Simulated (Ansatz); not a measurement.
`Sc1ccc(-c2ccc(-c3ccc(-c4ccc(-c5ccc(-c6ccc(S)o6)o5)o4)o3)o2)o1`. The state is a singlet with charge 0. Geometry PBE-D4/def2-SVP.

Cartesian coordinates in Å:
```
S 1.728 -4.684 -8.755
C 2.837 -4.695 -7.392
C 4.075 -5.289 -7.227
C 4.499 -4.949 -5.906
C 3.495 -4.172 -5.350
C 3.339 -3.539 -4.072
C 4.150 -3.488 -2.943
C 3.457 -2.704 -1.981
C 2.261 -2.320 -2.577
C 1.154 -1.533 -2.128
C -0.041 -1.151 -2.727
C -0.738 -0.366 -1.768
C 0.072 -0.314 -0.639
C -0.074 0.313 0.639
C 0.736 0.364 1.768
C 0.040 1.149 2.727
C -1.155 1.533 2.128
C -2.262 2.320 2.577
C -3.458 2.705 1.981
C -4.150 3.489 2.943
C -3.338 3.539 4.072
C -3.494 4.172 5.351
C -4.497 4.951 5.907
C -4.073 5.291 7.228
C -2.836 4.694 7.392
S -1.727 4.681 8.756
O -2.475 4.016 6.267
O -2.190 2.827 3.848
O -1.226 1.024 0.857
O 1.224 -1.025 -0.857
O 2.189 -2.828 -3.848
O 2.476 -4.018 -6.267
H 0.804 -3.912 -8.119
H 4.612 -5.894 -7.966
H 5.435 -5.242 -5.418
H 5.130 -3.964 -2.831
H 3.779 -2.442 -0.969
H -0.360 -1.416 -3.740
H -1.716 0.113 -1.874
H 1.714 -0.115 1.873
H 0.358 1.414 3.740
H -3.781 2.444 0.969
H -5.130 3.966 2.832
H -5.432 5.245 5.418
H -4.608 5.896 7.966
H -0.803 3.911 8.118
```

Single mean-field runs in def2-SVP, def2-TZVP are fitted with def2-universal-jkfit.

**Question.** Estimate the orbital energies around the gap (eV) in Ansatz with PBE-D4/def2-SVP, PBE-D4/def2-TZVP, r2SCAN-D4/def2-TZVP, PBE0-D4/def2-SVP, PBE0-D4/def2-TZVP.

**Answer.** 
```
orbital  PBE-D4/def2-SVP  PBE-D4/def2-TZVP  r2SCAN-D4/def2-TZVP  PBE0-D4/def2-SVP  PBE0-D4/def2-TZVP
 HOMO−5            -6.83             -6.90                -7.16             -8.10              -8.11
 HOMO−4            -6.46             -6.53                -6.76             -7.65              -7.66
 HOMO−3            -5.86             -5.94                -6.13             -6.97              -6.98
 HOMO−2            -5.20             -5.28                -5.43             -6.21              -6.21
 HOMO−1            -4.56             -4.63                -4.74             -5.45              -5.44
   HOMO            -4.08             -4.13                -4.20             -4.85              -4.83
   LUMO            -2.35             -2.45                -2.41             -1.81              -1.87
 LUMO+1            -1.83             -1.97                -1.89             -1.19              -1.27
 LUMO+2            -1.27             -1.42                -1.30             -0.51              -0.62
 LUMO+3            -0.69             -1.04                -0.76              0.17              -0.01
 LUMO+4            -0.59             -1.04                -0.76              0.46              -0.01
 LUMO+5            -0.59             -0.85                -0.69              0.46               0.04
```
